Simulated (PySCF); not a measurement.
C7H13As.
Atom-mapped SMILES: `[CH2:1]=[CH:2][CH2:3][C@@H:4]1[CH2:5][CH2:6][CH2:7][AsH:8]1` (hydrogens: H9, H10 on C1; H11 on C2; H12, H13 on C3; H14 on C4; H15, H16 on C5; H17, H18 on C6; H19, H20 on C7; H21 on As8)

Structure used (PBE0-D3(BJ)/def2-SVP), in Å, numbered top down from 1:
```xyz
21
C7H13As angstrom
C     -2.865   -1.249   -0.470
C     -2.201   -0.560    0.459
C     -1.243    0.556    0.187
C      0.188    0.235    0.614
C      1.140    1.429    0.528
C      2.578    0.928    0.496
C      2.678   -0.113   -0.613
As     1.024   -1.211   -0.515
H     -2.754   -1.022   -1.535
H     -3.540   -2.066   -0.203
H     -2.333   -0.830    1.515
H     -1.266    0.817   -0.885
H     -1.574    1.459    0.736
H      0.178   -0.147    1.648
H      0.965    2.130    1.362
H      0.932    1.991   -0.401
H      2.826    0.462    1.466
H      3.292    1.757    0.348
H      2.688    0.368   -1.605
H      3.573   -0.748   -0.546
H      1.501   -2.047    0.673
```

Theory: TDDFT CAM-B3LYP/def2-SVPD, vertical, gas phase, core orbitals frozen in the response in PySCF 2.14.0, density-fitted response routines. The CAM-B3LYP/def2-SVPD calculation is non-relativistic and has no spin–orbit coupling, an omission that weighs most on arsenic.

Transition dipole moments from the ground state, in atomic units and in the frame of the coordinates above (overall signs are arbitrary), for the states with f of 0.002 or more among the lowest 7:

| state | E (eV) | μx | μy | μz |
| --- | --- | --- | --- | --- |
| S1 | 5.989 | 0.002 | -0.212 | 0.425 |
| S2 | 6.240 | -0.794 | 0.300 | 0.251 |
| S3 | 6.821 | 0.067 | 0.166 | 0.214 |
| S4 | 6.990 | -0.146 | -0.446 | -0.331 |
| S5 | 7.237 | -0.371 | 0.007 | 0.085 |
| S6 | 7.278 | -0.397 | -0.029 | -0.062 |
| S7 | 7.349 | 0.377 | 0.114 | 0.305 |

Question: What oscillator strength does each state have?

Answer: f = (2/3) ΔE |μ|² with ΔE in hartree (27.2114 eV).

| state | \|μ\|² (au) | \|μ\| (D) | f |
| --- | --- | --- | --- |
| S1 | 0.226 | 1.21 | 0.033 |
| S2 | 0.783 | 2.25 | 0.120 |
| S3 | 0.078 | 0.71 | 0.013 |
| S4 | 0.330 | 1.46 | 0.057 |
| S5 | 0.145 | 0.97 | 0.026 |
| S6 | 0.162 | 1.02 | 0.029 |
| S7 | 0.248 | 1.27 | 0.045 |

Question: Which bond between heavy atoms lies closest to the direction of the S2 transition dipole?

Answer: C5–C6, at 15° from it; next C3–C4 at 34°.

Question: What angle do the transition dipoles of S2 and S3 make?

Answer: |cos θ| = |μa·μb| / (|μa| |μb|) = 0.20, so θ ≈ 78° (taken between 0 and 90°, since the signs are arbitrary).

The vertical ionisation energy (ΔSCF) is 8.66 eV, 1.31 eV above S7.

Hardware: one thread, Arm Neoverse V2 (aarch64), no GPU (shared host). Cost: 5.4 min wall, 1.4 GiB resident at most.

One conformer stands for the species.
